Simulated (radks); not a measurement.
The numbers below are computed, except where a source is named.
Q: These are the eigenvalues of the occupied orbitals of an atom or ion with whole-number occupations (Ry). Code: a radial shooting solver on a logarithmic mesh with Libxc functionals. Model: Dirac Kohn-Sham, LB94 model potential, spin-unpolarised, spherical densities, finite nucleus; Fermi nuclear charge, rms radius of each element as measured or else 0.836 A^(1/3) + 0.57 fm.

orbital  eigenvalue
1s1/2     -2869.471
2s1/2     -467.3883
2p1/2     -442.0005
2p3/2     -411.3206
3s1/2     -109.4895
3p1/2     -98.65072
3p3/2     -92.68774
3d3/2     -73.59232
3d5/2     -72.30864
4s1/2     -30.77530
4p1/2     -26.79325
4p3/2     -25.50714
4d3/2     -18.93240
4d5/2     -18.70257
5s1/2     -12.83256

Which element is it, and in what charge state? The configuration may be excited. Open shells, if any, fill j = l - 1/2 first.

A: Z = 57, lanthanum, charge +10: La10+ in [Kr] 4d10 5s1. The list shows which subshells hold electrons but not how many an open one holds; the 1s level, -1434.7 hartree, gives Z - s = 53.6 by -(Z - s)^2/2, which with screening and relativity narrows Z to a few neighbours, and the depths of the outer levels then fix element, charge and occupations together.
